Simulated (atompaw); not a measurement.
# Cutoff test, B (Z = 5), PAW (atompaw)

| Item | Value |
| --- | --- |
| Element | boron (B) |
| Generator | atompaw 4.2.0.5 |
| Type | PAW |
| Functional | LDA (PW92) |
| Relativity | scalar-relativistic |
| Frozen core | [He] |
| Valence charge | 3 |
| Reference configuration | 2s2 2p1 |
| Partial waves | 2s (bound); 2s channel at 2.05 Ry; 2p (bound); 2p channel at 2.55 Ry |
| Local potential | troulliermartins scheme with l = 2 at 0 Ry, radius 2.15 bohr |
| Core correction | smooth core density matched at 2.15 bohr |
| Augmentation charge | besselshape compensation charge, radius 2.90 bohr; PAW radius 3.00 bohr; waves and projectors: bloechl |

The pseudo-atom Hamiltonian at the reference potential is diagonalised in spherical Bessel functions j_l(qr) that vanish at 20 bohr, with q² up to the cutoff. All-electron valence levels (Ry): 2s -0.6897, 2p -0.2731.

Question: How do the lowest levels (Ry) of each channel move with the cutoff, and are there ghosts?

Answer:

| cutoff (Ry) | s #1 | p #1 | p #2 | d #1 | d #2 | f #1 | f #2 | Σ f·Δε (mRy) |
| --- | --- | --- | --- | --- | --- | --- | --- | --- |
| 8 | -0.6825 | -0.2487 | 0.0334 | 0.0679 | 0.1626 | 0.1139 | 0.2468 | 38.7 |
| 10 | -0.6874 | -0.2610 | 0.0326 | 0.0679 | 0.1626 | 0.1139 | 0.2468 | 16.8 |
| 15 | -0.6893 | -0.2719 | 0.0319 | 0.0679 | 0.1626 | 0.1139 | 0.2468 | 2.0 |
| 18 | -0.6893 | -0.2727 | 0.0318 | 0.0679 | 0.1626 | 0.1139 | 0.2468 | 1.1 |
| 25 | -0.6895 | -0.2730 | 0.0318 | 0.0679 | 0.1626 | 0.1139 | 0.2468 | 0.4 |
| 30 | -0.6896 | -0.2730 | 0.0318 | 0.0679 | 0.1626 | 0.1139 | 0.2468 | 0.2 |
| 400 | -0.6897 | -0.2731 | 0.0318 | 0.0679 | 0.1626 | 0.1139 | 0.2468 | 0.0 |

Result: no extra level below or beside the all-electron valence levels (s, p, d, f tested); 10 mRy is reached at 12 Ry and 1 mRy at 21 Ry.
